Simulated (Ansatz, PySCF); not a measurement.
Species: sum formula Sn2OH5 (charge -1, singlet). It need not be the lowest isomer of its formula. Whether it binds its extra electron was not tested at this geometry. 
Geometry from a B3LYP-D3(BJ)/def2-TZVP (Ansatz, a program for electronic structure) optimisation:
```xyz
8

O      0.4366    -0.6573     0.4573
Sn    -1.5927    -0.9015    -0.0810
H     -1.4045    -0.1851    -1.7481
H     -2.1330     0.7195     0.5541
Sn     1.4818     0.9114     0.0366
H      0.8131     2.3721     0.6819
H      1.7132     1.1337    -1.6657
H      3.0663     0.7224     0.7388
```
Charge -1, spin multiplicity 1.

Total electronic energies in hartree. Correlated levels leave the core frozen unless marked. Spin-orbit coupling is left out. Frozen are the shells of the preceding noble gas and the d and f shells that filled before the atom's block. In def2 rows, elements after Kr have scalar-relativistic effective core potentials. Basis-set limits of correlation are two-point, X^-3; Hartree-Fock from the larger set. [CCSD(T)-MP2]/basis is that difference in the basis named.

```
level                                                                 program  energy (Eh)
-------------------------------------------------------------  --------------  -----------
RI-HF/def2-QZVPP                                                       Ansatz   -504.52592
BLYP-D3(BJ)/def2-TZVPD                                         Ansatz + dftd3   -506.79085
TPSSh-D4/def2-TZVPD                                             PySCF + dftd4   -506.77151
LC-wPBE-D4/def2-TZVPD                                          Ansatz + dftd4   -506.93532
LC-wPBE/def2-TZVPD                                                     Ansatz   -506.92610
B2GP-PLYP-D4/def2-TZVPD                                        Ansatz + dftd4   -506.12638
RPA@PBE/def2-QZVPP                                                     Ansatz   -505.38448
MP2/def2-QZVPPD                                                        Ansatz   -505.04936
SCS-MP2/def2-QZVPP                                                     Ansatz   -505.06166
SCS-MP2/def2-QZVPPD                                                    Ansatz   -505.06312
CCSD/def2-QZVPP                                                        Ansatz   -505.07644
CCSD(T)/def2-TZVPP                                                     Ansatz   -505.05507
CCSD(T)/def2-TZVPPD                                                    Ansatz   -505.06262
RI-MP2/CBS(def2-TZVPPD,def2-QZVPPD)+[CCSD(T)-MP2]/def2-TZVPPD          Ansatz    -505.1291
CCSD(T)/CBS(def2-TZVPPD,def2-QZVPPD)                                   Ansatz    -505.1226
```

Totals of different functionals don't rank their quality; only differences between species are comparable.
